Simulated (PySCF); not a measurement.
Cl₂, singlet, at a GFN2-xTB geometry. Base run: HF/6-31G* (PySCF).

Geometry (Å):
```xyz
2

Cl     0.0000     0.0000    -1.0084
Cl     0.0000     0.0000     1.0084
```
All else is at PySCF's defaults.
Base energy -918.90906 Eh.

The base run was repeated with changes; each row names its change, and settings that it needs were set with it.

```
change                                       ΔE vs base (µEh)  SCF cycles
-------------------------------------------  ----------------  ----------
base                                                      0.0           7
solver = newton; init_guess = 1e                          0.0           -
conv_tol_grad = 1e-3                                      0.0           7
conv_tol = 1e-12                                          0.0           9
init_guess = huckel                                       0.0           6
diis = off (with mf.max_cycle = 100)                      0.0          10
init_guess = mod_huckel                                   0.0           7
DIIS = EDIIS                                              0.0          16
diis_space = 12                                           0.0           7
init_guess = atom                                         0.0           7
level_shift = 0.3 (with mf.max_cycle = 100)               0.0           9
init_guess = sap                                          0.0           7
level_shift = 0.1 (with mf.max_cycle = 100)               0.0           8
```
